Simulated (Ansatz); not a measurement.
Ansatz results at the PBE0-D4/def2-TZVP geometry: HOMO–LUMO gap (PBE/def2-TZVPP) 4.51 eV; LUMO energy (PBE/def2-TZVPP) -2.75 eV; HOMO energy (B3LYP/def2-TZVPP) -8.29 eV.

Each molecule was computed in one conformer, which needn't be the lowest.

Q: Which molecule gave them?
A. `[F][In]([Cl])[O][SiH3]`
B. `C=[CH][In]([Cl])[Cl]`
C. `C[N](C)[In]([OH])[F]`
D. `[Cl][InH][I]`

A: B. The others give `[Cl][InH][I]`: 3.93, -2.78, -7.59; `C[N](C)[In]([OH])[F]`: 2.63, -2.63, -6.36; `[F][In]([Cl])[O][SiH3]`: 3.68, -3.78, -8.69.

B3LYP here is the variant with VWN-RPA as its local correlation; programs differ in this.
